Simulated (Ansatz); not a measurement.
Start from `CC[N]([GeH3])[SiH2]Cl` and change one atom or group to get `Cl[SiH2][NH][GeH3]`.

Ansatz, PBE0-D4/def2-TZVP geometries, multiplicity 1. Each molecule was computed in one conformer, which needn't be the lowest.

Scalar relativity is left out up to krypton.

```tsv
property	`CC[N]([GeH3])[SiH2]Cl`
size of the dipole moment (B3LYP/def2-TZVPP) / D	2.13
ideal-gas entropy at 298 K and 1 bar (rigid rotor, harmonic PBE0-D4/def2-TZVP) / J/(mol·K)	426
HOMO energy (ωB97M-V/def2-TZVPP) / eV	-9.52
HOMO–LUMO gap (PBE/def2-TZVPP) / eV	5.34
LUMO energy (PBE0/def2-TZVPP) / eV	0.22
LUMO energy (B3LYP/def2-TZVPP) / eV	0.03
```

Question: Give the same properties after the change, and the shifts. (Estimate.)

Answer: The calculation gave: 
| property | `Cl[SiH2][NH][GeH3]` | shift |
| --- | --- | --- |
| size of the dipole moment (B3LYP/def2-TZVPP) / D | 2.10 | -0.03 |
| ideal-gas entropy at 298 K and 1 bar (rigid rotor, harmonic PBE0-D4/def2-TZVP) / J/(mol·K) | 368 | -58 |
| HOMO energy (ωB97M-V/def2-TZVPP) / eV | -10.09 | -0.57 |
| HOMO–LUMO gap (PBE/def2-TZVPP) / eV | 5.60 | 0.26 |
| LUMO energy (PBE0/def2-TZVPP) / eV | -0.02 | -0.24 |
| LUMO energy (B3LYP/def2-TZVPP) / eV | -0.25 | -0.28 |

With PBE0 the HOMO falls by 0.55 eV and the LUMO falls by 0.24 eV, so the gap widens by about 0.31 eV. PBE moves the HOMO by -0.49 eV and ωB97M-V by -0.57 eV. The zero-point energy changes by -149.1 kJ/mol with -18 modes. Dipoles are sizes alone; their direction can turn. Modes under 60 cm⁻¹, often nearly free rotors, make the harmonic entropy too high.

B3LYP here is the variant with VWN-RPA as its local correlation; programs differ in this.
